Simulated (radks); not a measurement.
Task: Radial electron density D(r) = 4 pi r^2 rho(r) of an atom or ion with 63 electrons. Method: Dirac Kohn-Sham, BLYP, spin-unpolarised, spherical densities, finite nucleus; Fermi nuclear charge, rms radius of each element as measured or else 0.836 A^(1/3) + 0.57 fm; computed with a radial shooting solver on a logarithmic mesh with Libxc functionals.

r (bohr)  D(r) (e/bohr)
0.001038          4.738
0.001395          7.621
0.001861          11.91
0.002502          18.46
0.003364          27.78
0.004522          40.24
0.006032          54.95
0.008109          70.83
0.0109            83.75
0.01466           89.18
0.01955           85.77
0.02629           79.27
0.03534           82.37
0.04751           100.2
0.06337           114.9
0.0852            105.2
0.1146            87.60
0.154             95.93
0.2054            99.04
0.2762            63.23
0.3713            43.78
0.4992            52.15
0.6712            38.62
0.8952            19.51
1.204             12.14
1.618             7.266
2.176             2.691
2.902            0.6654
3.901            0.1263
5.245           0.01723
7.052          0.001038

What is the nuclear charge?

Result: Z = 65. The innermost maximum, from 1s, lies near gamma/Z bohr with gamma = sqrt(1 - (Z/c)^2) = 0.880, here 0.0135 bohr (found: 0.0150), and its height grows with Z. The density is that of the terbium ion Tb2+ in [Xe] 4f8 5d1; the configuration itself is not fixed sharply by these data, and Z only to a few units. D(r) has 4 maxima, at r = 0.0150, 0.0665, 0.185, 0.503 bohr, and minima at 0.0289, 0.121, 0.363 bohr, inside which lie 2.02, 11.17, 29.42 electrons.
